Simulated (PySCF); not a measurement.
Geometries of 3 isomers of CH8OSeSi2, from PBE0-D3(BJ)/def2-SVP geometry optimisation, gas phase (PySCF). One conformer each, no zero-point energy, no frequencies.

Problem. Which is lowest in electronic energy at this level?
A.
```xyz
13
angstrom
C     -1.779   -1.310   -0.341
Si    -0.835    0.288   -0.293
O     -1.887    1.490   -0.756
Se     0.951    0.248   -1.741
Si     2.528    0.311   -0.095
H     -1.149   -2.136    0.021
H     -2.098   -1.538   -1.369
H     -2.675   -1.243    0.296
H     -0.260    0.548    1.065
H     -1.486    2.338   -0.971
H      3.851    0.244   -0.781
H      2.436    1.571    0.701
H      2.392   -0.851    0.834
```
B.
```xyz
13
angstrom
O      2.777   -0.721    1.120
Si     1.442    0.248    0.864
C      0.882   -0.048   -0.897
Se    -0.665    1.102   -1.310
Si    -2.278   -0.045   -0.169
H      3.189   -0.687    1.988
H      0.330   -0.114    1.799
H      1.769    1.695    1.042
H      0.626   -1.098   -1.101
H      1.662    0.249   -1.614
H     -2.059   -1.512   -0.360
H     -3.571    0.375   -0.782
H     -2.318    0.250    1.293
```
C.
```xyz
13
angstrom
C     -1.694    0.811    0.164
O     -0.498    0.249   -0.306
Si    -0.304   -0.651   -1.693
Se     1.895   -1.225   -1.675
Si     2.369   -0.076    0.255
H     -2.075    1.592   -0.517
H     -1.500    1.274    1.143
H     -2.484    0.049    0.296
H     -0.646    0.155   -2.905
H     -1.180   -1.862   -1.666
H      2.141    1.389    0.116
H      1.642   -0.622    1.434
H      3.831   -0.328    0.424
```

Solution. A. That is `C[Si@H](O)[Se][SiH3]`, 23.4 kcal/mol below the next.

```csv
SMILES,atoms numbered as above,E (Eh),relative (kcal/mol),relative (kJ/mol),dipole (D)
C[Si@H](O)[Se][SiH3],[CH3:1][Si@H:2]([OH:3])[Se:4][SiH3:5],-3097.57056,0.0,0.0,0.93
CO[SiH2][Se][SiH3],[CH3:1][O:2][SiH2:3][Se:4][SiH3:5],-3097.53333,23.4,97.8,2.54
O[SiH2]C[Se][SiH3],[OH:1][SiH2:2][CH2:3][Se:4][SiH3:5],-3097.52011,31.7,132.5,1.60
```
